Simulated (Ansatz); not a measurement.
Mulliken charges of CCl2FGeN (`N#[C][Ge]([F])([Cl])[Cl]`) from ωB97M-V/def2-TZVPP in Ansatz (PBE0-D4/def2-TZVP geometry).

```tsv
atom	x (Å)	y (Å)	z (Å)	charge (e)
N1	1.692	-1.603	1.063	-0.008
C2	0.917	-0.908	0.574	-0.164
Ge3	-0.347	0.270	-0.227	0.832
F4	-1.616	-0.701	-0.831	-0.319
Cl5	0.531	1.297	-1.836	-0.170
Cl6	-1.135	1.582	1.211	-0.170
```

Task: By hand: the dipole of these point charges (1 e Å = 4.8032 D).

Result: Σ q r = (0.166, 0.121, 0.080) e Å, of length 0.220 e Å = 1.06 D.

Task: How does the dipole of the full density compare? (An estimate is asked.)

Result: Computed: (-0.147, 0.399, -0.118) e Å, 2.12 D; the point charges give 0.50 times that, at 81° from its direction.

Point charges leave out the atoms' own dipoles, such as those of lone pairs, and Mulliken's split depends on the basis, so the two needn't agree.
